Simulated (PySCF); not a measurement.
Cl₂H₄SSi₂, SMILES Cl[SiH2]S[SiH2]Cl. Atoms are numbered in the order given.

```xyz
9

Si    -1.3552     0.9022    -0.0738
Cl    -2.6532    -0.4896     0.7422
S      0.0000     0.0000    -1.4737
Si     1.3552    -0.9022    -0.0738
Cl     2.6532     0.4896     0.7422
H     -0.5950     1.5144     1.0468
H     -2.1416     1.8972    -0.8425
H      0.5950    -1.5144     1.0468
H      2.1416    -1.8972    -0.8425
```
Charge 0, spin multiplicity 1.

Geometry optimised at r2SCAN-D4/def2-SVP. The structure was generated by enumeration, and PubChem lists no compound with its InChIKey, so it may never have been made. One conformer was computed; it need not be the lowest.

Level of theory: B3LYP/pcSseg-1 (PySCF).

GIAO shieldings, no solvent; atoms listed in one row are averaged. δ = σ(ref) − σ: ²⁹Si against TMS (σ = 338.7 ppm); ³⁵Cl against HCl (σ = 933.3 ppm); ³³S against H2S (σ = 695.8 ppm); ¹H against TMS (σ = 31.68 ppm), references at their B3LYP-D3(BJ)/def2-TZVP geometries, non-relativistic (without spin–orbit terms, shifts of atoms bonded to Cl or Br come out too high).

Computed chemical shifts:
```
nucleus     atoms  count  δ (ppm)
-------  --------  -----  -------
²⁹Si     Si1, Si4      2      2.2
³⁵Cl     Cl2, Cl5      2     22.1
³³S            S3      1     64.0
¹H         H8, H6      2     5.94
¹H         H7, H9      2     5.85
```
